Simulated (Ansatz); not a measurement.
One change: `[CH3][Mo]([F])(=[S])=[S]` becomes `[CH3][Mo]([OH])(=[S])=[S]`.

Ansatz, PBE0-D4/def2-TZVP geometries, multiplicity 1. Each molecule was computed in one conformer, which needn't be the lowest.

Elements past krypton have def2 core potentials.

```tsv
property	`[CH3][Mo]([F])(=[S])=[S]`
LUMO energy (PBE0/def2-TZVPP) / eV	-3.41
HOMO–LUMO gap (PBE0/def2-TZVPP) / eV	4.10
size of the dipole moment (PBE/def2-TZVPP) / D	1.93
HOMO energy (PBE0/def2-TZVPP) / eV	-7.51
HOMO energy (B3LYP/def2-TZVPP) / eV	-7.28
HOMO–LUMO gap (ωB97M-V/def2-TZVPP) / eV	8.15
```

Q: What does the change do to each property? (Best estimate.)

A: Computed: 
| property | `[CH3][Mo]([OH])(=[S])=[S]` | shift |
| --- | --- | --- |
| LUMO energy (PBE0/def2-TZVPP) / eV | -2.98 | 0.43 |
| HOMO–LUMO gap (PBE0/def2-TZVPP) / eV | 4.26 | 0.16 |
| size of the dipole moment (PBE/def2-TZVPP) / D | 2.63 | 0.70 |
| HOMO energy (PBE0/def2-TZVPP) / eV | -7.24 | 0.27 |
| HOMO energy (B3LYP/def2-TZVPP) / eV | -7.00 | 0.28 |
| HOMO–LUMO gap (ωB97M-V/def2-TZVPP) / eV | 8.24 | 0.09 |

With PBE0 the HOMO rises by 0.27 eV and the LUMO rises by 0.43 eV, so the gap widens by about 0.16 eV. PBE moves the HOMO by 0.27 eV and ωB97M-V by 0.27 eV. The zero-point energy changes by 29.4 kJ/mol with +3 modes. Dipoles are sizes alone; their direction can turn.

B3LYP here is the variant with VWN-RPA as its local correlation; programs differ in this.
